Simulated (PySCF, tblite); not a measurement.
Species: C2H9F2NSi2.
Atom-mapped SMILES: `[CH3:1][Si@H:2]([F:3])[NH:4][SiH2:5][CH2:6][F:7]` (hydrogens: H8, H9, H10 on C1; H11 on Si2; H12 on N4; H13, H14 on Si5; H15, H16 on C6)

Cartesian coordinates in Å at the GFN2-xTB level; atoms count from 1:
```xyz
16
C2H9F2NSi2 angstrom
C     -0.0820   -2.1226   -2.1377
Si    -0.6809   -0.4241   -1.5694
F     -0.0068    0.7115   -2.4940
N     -0.1314   -0.0954    0.0345
Si     0.2523    1.4543    0.7083
C      0.4479    1.1306    2.5863
F      0.7486    2.3128    3.2336
H     -0.4899   -2.3652   -3.1138
H      1.0012   -2.1502   -2.2194
H     -0.3840   -2.9090   -1.4534
H     -2.1100   -0.1900   -1.7259
H     -0.0239   -0.8967    0.6334
H      1.5146    1.9780    0.1845
H     -0.8600    2.3776    0.4856
H      1.2631    0.4420    2.8241
H     -0.4663    0.7553    3.0534
```

Jobs on this species (16 atoms, 74 electrons) with PySCF (density fitting) and tblite. Hardware of each: an Arm Neoverse N1 with one thread, no GPU (shared host). Times come from a shared host and carry two figures at best.

**Question.** Rank these jobs by wall time, shortest first.
A. GFN2-xTB; Hessian by finite differences
B. GFN2-xTB; L-BFGS relaxation
C. CAM-B3LYP/def2-SVPD; 8 singlets by full TDDFT, 3 Tamm–Dancoff triplets, polarisability; 226 basis functions
D. PBE0/pcSseg-1; shieldings, charges and field gradients, density and orbital grids written; 178 basis functions

**Answer.** A (0.97 s), B (1.6 s), D (61 s), C (1.8 min).

All jobs:

| level and settings | work | basis functions | SCF cycles | wall time |
| --- | --- | --- | --- | --- |
| GFN2-xTB | Hessian by finite differences | – | – | 0.97 s |
| GFN2-xTB | L-BFGS relaxation | – | – | 1.6 s |
| PBE0/pcSseg-1 | shieldings, charges and field gradients, density and orbital grids written | 178 | 12 | 61 s |
| CAM-B3LYP/def2-SVPD | 8 singlets by full TDDFT, 3 Tamm–Dancoff triplets, polarisability | 226 | 13 | 1.8 min |

**Question.** What do all jobs in the table cost together?

**Answer.** About 2.9 min; the longest takes about 63 % of that, and about 110 times as long as the shortest.
